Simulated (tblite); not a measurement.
C₇H₁₀B (charge -1).
Atom-mapped SMILES: `[CH:1]#[C:2][BH2-:3][CH2:4][CH2:5][CH2:6][C:7]#[CH:8]` (hydrogens: H9 on C1; H10, H11 on B3; H12, H13 on C4; H14, H15 on C5; H16, H17 on C6; H18 on C8)
Bond orders are those of one Lewis drawing.

Computed with GFN2-xTB (tblite), gas phase: L-BFGS steps from a force-field or distance-geometry start until the largest atomic force falls under 0.01 eV/Å.

Geometry at step 12:
```
atom  x, y, z in Å
C1     -2.9979    1.5655    0.8875
C2     -2.5857    0.4943    0.5198
B3     -2.0231   -0.8824    0.0094
C4     -0.7925   -0.5768   -1.0706
C5      0.5061   -0.2545   -0.3458
C6      1.6500    0.0478   -1.3311
C7      2.8809    0.3593   -0.6430
C8      3.8599    0.5876    0.0072
H9     -3.3701    2.5004    1.2208
H10    -1.5897   -1.5240    0.9616
H11    -2.9146   -1.5226   -0.5299
H12    -0.6149   -1.4311   -1.7418
H13    -1.0435    0.2745   -1.7171
H14     0.7917   -1.1034    0.2844
H15     0.3508    0.6070    0.3110
H16     1.3593    0.8960   -1.9601
H17     1.8050   -0.8277   -1.9728
H18     4.7196    0.7965    0.5692
```

**Question.** What forces act on the atoms?

**Answer.** 
| atom | Fx (eV/Å) | Fy (eV/Å) | Fz (eV/Å) |
| --- | --- | --- | --- |
| C1 | 0.018 | -0.113 | -0.014 |
| C2 | -0.001 | 0.079 | -0.003 |
| B3 | 0.017 | -0.043 | 0.035 |
| C4 | 0.000 | 0.005 | 0.069 |
| C5 | -0.039 | -0.033 | 0.006 |
| C6 | 0.047 | 0.025 | 0.043 |
| C7 | -0.168 | -0.069 | -0.044 |
| C8 | 0.106 | 0.029 | 0.047 |
| H9 | 0.006 | -0.004 | -0.002 |
| H10 | -0.030 | 0.007 | -0.026 |
| H11 | -0.031 | 0.056 | -0.050 |
| H12 | -0.034 | 0.009 | 0.085 |
| H13 | -0.041 | -0.033 | -0.007 |
| H14 | 0.005 | 0.062 | -0.028 |
| H15 | 0.015 | -0.043 | -0.052 |
| H16 | 0.044 | -0.017 | -0.037 |
| H17 | 0.025 | 0.059 | -0.031 |
| H18 | 0.062 | 0.022 | 0.010 |

The largest, 0.19 eV/Å, acts on C7; the rms over all components is 0.048 eV/Å. The forces sum to zero within rounding, as they must for an isolated molecule in no field.

**Question.** Give the force on C7 in Eh/bohr and in nN.

**Answer.** 0.187 eV/Å ÷ 51.422 = 0.00363 Eh/bohr, and 0.187 eV/Å × 1.602 = 0.30 nN.

**Question.** How far is this geometry from the end of the optimisation?

**Answer.** 0.028 eV above it, and 0.232 Å rms away after alignment. The bonds farthest from their final lengths, with half the difference of the two atoms' forces along the bond (positive lengthens):

| bond | now (Å) | final (Å) | force along bond (eV/Å) |
| --- | --- | --- | --- |
| B3–C4 | 1.666 | 1.661 | -0.01 |
| B3–H10 | 1.227 | 1.225 | -0.05 |
| B3–H11 | 1.223 | 1.225 | +0.01 |
| C5–C6 | 1.540 | 1.542 | +0.03 |
| C4–H12 | 1.101 | 1.099 | -0.01 |
| C5–H14 | 1.095 | 1.093 | -0.04 |

The angle farthest from its final value is C6–C7–C8, 175.5° against 178.5°.

What follows is the cost of the whole relaxation. Time: 1.2 s. Hardware: Arm Neoverse N1, one thread, no GPU, shared host.
